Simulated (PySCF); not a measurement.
Electronic structure of Sb²⁺ (antimony, charge +2) at the M06-L level

Configuration: [Kr] 4d10 5s2 5p1, 2P determinant. All numbers are calculated (PySCF 2.14, scalar relativity by spin-free X2C-1e, in x2c-TZVPall (8s6p4d2f, 60 functions)).

```json
{"Total energy": "-6479.68 hartree", "One-electron energy": "-8865.68 hartree", "Hartree (Coulomb) energy": "2557.54 hartree", "Exchange-correlation energy": "-171.53 hartree", "⟨S²⟩": "0.7513", "⟨L²⟩": "2.005", "Sum of ⟨r⟩": "30.25 bohr", "Sum of ⟨r²⟩": "38.01 bohr²", "Traceless quadrupole moment −½Σ⟨3z² − r²⟩ along its main axis": "-2.89 e·bohr²", "Langevin diamagnetic susceptibility": "-30.1 ×10⁻⁶ cm³/mol", "Time after the integrals": "1.6 s of wall time on 1 thread of Neoverse-V2 (shared host)"}
```

```
shell  electrons  mean orbital energy (hartree)  spread (hartree)  rms radius, mean of both spins (bohr)
 1s α          1                    -1114.09285                 0                                 0.0325
 1s β          1                    -1114.09159                 0                                 0.0325
 2s α          1                     -170.86690                 0                                  0.133
 2s β          1                     -170.86679                 0                                  0.133
 2p α          3                     -153.37606           0.00198                                  0.118
 2p β          3                     -153.37518           0.00358                                  0.118
 3s α          1                      -34.36742                 0                                  0.352
 3s β          1                      -34.36684                 0                                  0.352
 3p α          3                      -28.59409           0.00735                                  0.353
 3p β          3                      -28.59315           0.00893                                  0.353
 3d α          5                      -19.79009           0.00614                                  0.332
 3d β          5                      -19.78902           0.00801                                  0.332
 4s α          1                       -6.31161                 0                                  0.842
 4s β          1                       -6.30889                 0                                  0.842
 4p α          3                       -4.53743           0.01809                                  0.910
 4p β          3                       -4.53469           0.02200                                  0.910
 4d α          5                       -1.93927           0.01943                                   1.11
 4d β          5                       -1.93409           0.02556                                   1.11
 5s α          1                       -1.08476                 0                                   2.23
 5s β          1                       -1.05482                 0                                   2.23
 5p α          1                       -0.74276                 0                                   2.68
```

Densities and radii are taken from the X2C orbitals without a picture-change correction, which distorts them close to the nucleus.
